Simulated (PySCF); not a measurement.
# SMILES C(=C)COC(=O)/C(C)=C/C, C8H12O2

Molfile (atoms numbered from 1):
```
C8H12O2
     RDKit          3D

 22 21  0  0  0  0  0  0  0  0999 V2000
    3.7878   -0.0377    0.9068 C   0  0  0  0  0  0  0  0  0  0  0  0
    2.8059   -0.1923    0.0196 C   0  0  0  0  0  0  0  0  0  0  0  0
    1.8859   -1.3693   -0.0112 C   0  0  0  0  0  0  0  0  0  0  0  0
    0.5223   -0.9865    0.1605 O   0  0  0  0  0  0  0  0  0  0  0  0
   -0.1178   -0.5409   -0.9314 C   0  0  0  0  0  0  0  0  0  0  0  0
    0.4161   -0.4641   -2.0132 O   0  0  0  0  0  0  0  0  0  0  0  0
   -1.5323   -0.1552   -0.6745 C   0  0  0  0  0  0  0  0  0  0  0  0
   -2.3078    0.3030   -1.8764 C   0  0  0  0  0  0  0  0  0  0  0  0
   -2.0257   -0.2136    0.5762 C   0  0  0  0  0  0  0  0  0  0  0  0
   -3.4074    0.1563    0.9829 C   0  0  0  0  0  0  0  0  0  0  0  0
    4.4571    0.8259    0.8745 H   0  0  0  0  0  0  0  0  0  0  0  0
    3.9663   -0.7755    1.6964 H   0  0  0  0  0  0  0  0  0  0  0  0
    2.6425    0.5548   -0.7650 H   0  0  0  0  0  0  0  0  0  0  0  0
    1.9840   -1.8998   -0.9720 H   0  0  0  0  0  0  0  0  0  0  0  0
    2.1031   -2.0623    0.8131 H   0  0  0  0  0  0  0  0  0  0  0  0
   -2.5801    1.3678   -1.7994 H   0  0  0  0  0  0  0  0  0  0  0  0
   -1.7007    0.1760   -2.7811 H   0  0  0  0  0  0  0  0  0  0  0  0
   -3.2405   -0.2683   -1.9989 H   0  0  0  0  0  0  0  0  0  0  0  0
   -1.3533   -0.5600    1.3665 H   0  0  0  0  0  0  0  0  0  0  0  0
   -4.0218    0.5104    0.1447 H   0  0  0  0  0  0  0  0  0  0  0  0
   -3.9178   -0.7050    1.4467 H   0  0  0  0  0  0  0  0  0  0  0  0
   -3.3845    0.9465    1.7524 H   0  0  0  0  0  0  0  0  0  0  0  0
  1  2  2  0
  2  3  1  0
  3  4  1  0
  4  5  1  0
  5  6  2  0
  5  7  1  0
  7  8  1  0
  7  9  2  0
  9 10  1  0
  1 11  1  0
  1 12  1  0
  2 13  1  0
  3 14  1  0
  3 15  1  0
  8 16  1  0
  8 17  1  0
  8 18  1  0
  9 19  1  0
 10 20  1  0
 10 21  1  0
 10 22  1  0
M  END
```

Computed, not measured: quadratic response CAM-B3LYP/def2-SVPD first hyperpolarisability, Taylor convention, gas phase (PySCF). Geometry: PBE0-D3(BJ)/def2-SVP.

Give β for the processes computed.

In 10⁻³⁰ esu, Taylor convention; the vector part is βᵢ = ⅓ Σⱼ (βᵢⱼⱼ + βⱼᵢⱼ + βⱼⱼᵢ); β∥ is 3/5 of the vector part along the dipole, the dipole points from − to +:
| process | λ (nm) | β vector norm | β∥ | β HRS | depolarisation ratio |
| --- | --- | --- | --- | --- | --- |
| static β(0;0,0) | ∞ | 2.09 | 0.65 | 0.97 | 3.69 |
| second harmonic β(−2ω;ω,ω) | 1907 | 2.24 | 0.70 | 1.04 | 3.72 |
| Pockels β(−ω;ω,0) | 1907 | 2.14 | 0.66 | – | – |
| second harmonic β(−2ω;ω,ω) | 1064 | 2.63 | 0.86 | 1.21 | 3.81 |
| Pockels β(−ω;ω,0) | 1064 | 2.25 | 0.71 | – | – |

Which lowest excitations, dipole and polarisabilities go with it?

S1 5.30 eV (f = 0.001); S2 5.89 eV (f = 0.396); S3 6.90 eV (f = 0.022); dipole 2.41 D; isotropic α 107.1 au static, 107.5 au at 1907 nm, 108.2 au at 1064 nm, 108.5 au at 953.5 nm, 112.0 au at 532 nm.
